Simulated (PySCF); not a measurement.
**A search over the determinants of SbTe⁺**

Unrestricted PBE0; PySCF, scalar-relativistic core potentials, basis sets Sb def2-TZVPPD with ECP28, Te def2-TZVPPD with ECP28. Outer shells of the fragments: Sb+ 4d10 5s2 5p2; Te 4d10 5s2 5p4.

Followed along the bond (rough minima from three points):

```tsv
2Ms+1	unpaired	⟨S²⟩ at the start	R at minimum (Å)	Te (eV)
1	none	0.00	2.45	0.00
3	π ↑↑	2.01	2.66	1.37
3	π ↑↑	2.01	2.67	1.81
1	π ↑↓	1.01	2.68	1.91
5	π ↑↑↑↑	6.01	none in the scan	≤ 2.11
```

Solutions found at the starting distance of 2.785 Å, counted from the lowest of them; the search is not exhaustive and high or unbound solutions are not listed, so other states can lie among these:

| 2Ms+1 | unpaired | term | E (eV) | ⟨S²⟩ | ⟨Lz²⟩ | μ (D) |
| --- | --- | --- | --- | --- | --- | --- |
| 1 | none | ¹Σ⁺ | 0.00 | 0.00 | 0.00 | -2.39 |
| 3 | π ↑↑ | mixed | 0.62 | 2.01 | 2.01 | -1.57 |
| 3 | π ↑↑ | mixed | 1.05 | 2.01 | 2.01 | -2.04 |
| 1 | π ↑↓ | mixed | 1.15 | 1.01 | 2.02 | -2.23 |
| 5 | π ↑↑↑↑ | ⁵Σ⁺ | 1.39 | 6.01 | 0.00 | 0.99 |
| 3 | σ ↑, π ↑ | mixed | 2.02 | 2.39 | 1.02 | -1.90 |
| 1 | π ↑↑↓↓ | mixed | 2.09 | 2.02 | 4.05 | 0.98 |
| 1 | σ ↓, π ↑ | mixed | 2.18 | 1.43 | 1.02 | -1.86 |
| 5 | σ ↑, π ↑↑↑ | ⁵Π | 2.47 | 6.01 | 1.01 | -0.78 |
| 3 | σ ↑, π ↑↑↓ | mixed | 2.99 | 3.01 | 3.03 | -0.76 |

A term symbol is given only where ⟨S²⟩ and ⟨Lz²⟩ are close to those of a pure state; real π, δ and φ orbitals otherwise mix terms. A positive dipole points towards Te; it is taken about the centre of mass and depends on that origin.

Question: Compare the gap between the two lowest followed solutions at the starting distance with the gap between their minima.

Answer: At PBE0 the second solution (triplet, unpaired electrons π ↑↑) lies +0.62 eV from the first (singlet, closed shell) at 2.785 Å and +1.37 eV at the minima; the two curves relax by different amounts, since their minima lie near 2.66 and 2.45 Å.

Spin–orbit coupling is left out. Counting both spins, an empty level lies below a filled one in some of these solutions, because spin and occupation are held.
